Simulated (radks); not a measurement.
Results of a calculation; reference values are marked as such.
W33+, configuration [Kr] 4d5 (the NIST ground configuration). Code: a radial shooting solver on a logarithmic mesh with Libxc functionals. Model: Dirac Kohn-Sham, BLYP, spin-unpolarised, spherical densities, finite nucleus; open shells fill j = l - 1/2 first; Fermi nuclear charge, rms radius 5.3658 fm.

Normalised radial functions P(r) = r R(r) (large component), r in bohr:

```
   r/bohr * 3d5/2, o 4d3/2 (the largest magnitude, 2.4, reaches the edge; | marks zero, & curves that meet)
 0.001787                             &
 0.002582                             &
 0.003701                             &
 0.005305                             &
 0.007665                             &
  0.01099                             &
  0.01587                             o*
  0.02275                             |o*
  0.03287                             | o *
  0.04712                             |    o  *
  0.06753                             |       o     *
  0.09758                             |           o         *
   0.1399                             |          o               *
   0.2021                             | o                     *
   0.2896                o            |             *
   0.4185         o                   |   *
   0.5998                 o           |*
   0.8597                          o  *
    1.242                             &
```

3d5/2: eigenvalue -3067.3 eV, 0 radial nodes, <r> = 0.182 bohr, 90 % of the charge inside 0.281 bohr. 4d3/2: eigenvalue -1376.6 eV, 1 radial node at r = 0.211 bohr, <r> = 0.427 bohr, 90 % of the charge inside 0.623 bohr.
